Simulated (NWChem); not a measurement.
Species: 1,1-difluoroethane (C2H4F2); SMILES C(C)(F)F

Program: NWChem. Geometry: optimised at PBE0/def2-SVP.

Question: Predict the results for TPSS/def2-TZVPD. Quantities: highest occupied level (eV); orbital gap (eV); dipole (D).

Answer: 
```
Quantity                     Result
---------------------------  ------
highest occupied level (eV)   -8.04
orbital gap (eV)               7.99
dipole (D)                     2.10
```
